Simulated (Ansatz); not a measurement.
`C#[C][Ge]([CH3])[F]` radical. Charge 0, multiplicity 2. The structure was optimised at the PBE0-D4/def2-TZVP level.

```xyz
9

C    -2.234    0.945   -1.101
C    -1.088    0.626   -0.893
Ge    0.765    0.358   -0.572
C     1.092   -0.464    1.169
F     1.286   -0.803   -1.771
H    -3.252    1.203   -1.286
H     0.610   -1.444    1.167
H     2.162   -0.580    1.336
H     0.660    0.159    1.952
```

(1) What is the dipole moment at r2SCAN/def2-TZVPP? (Best estimate.)

(2) And with PBE, B3LYP, ωB97M-V? (Best estimate.)

(3) Give the Mulliken charges with r2SCAN, PBE, B3LYP in def2-TZVPP. (An estimate is asked.)

Answers

(1) Ansatz gave: 2.49 D, with components (-0.78, 0.95, 2.16) D in this frame, pointing from negative to positive charge.

(2) Ansatz gave: PBE 2.39 D, B3LYP 2.53 D, ωB97M-V 2.52 D.

(3) Computed: 
```json
{"atom": "C1", "r2SCAN": "-0.21", "PBE": "-0.14", "B3LYP": "-0.11"}
{"atom": "C2", "r2SCAN": "-0.18", "PBE": "-0.22", "B3LYP": "-0.30"}
{"atom": "Ge3", "r2SCAN": "0.55", "PBE": "0.49", "B3LYP": "0.57"}
{"atom": "C4", "r2SCAN": "-0.29", "PBE": "-0.38", "B3LYP": "-0.38"}
{"atom": "F5", "r2SCAN": "-0.37", "PBE": "-0.34", "B3LYP": "-0.38"}
{"atom": "H6", "r2SCAN": "0.22", "PBE": "0.21", "B3LYP": "0.24"}
{"atom": "H7", "r2SCAN": "0.10", "PBE": "0.13", "B3LYP": "0.13"}
{"atom": "H8", "r2SCAN": "0.09", "PBE": "0.12", "B3LYP": "0.12"}
{"atom": "H9", "r2SCAN": "0.09", "PBE": "0.12", "B3LYP": "0.12"}
```

B3LYP here is the variant with VWN-RPA as its local correlation; programs differ in this.
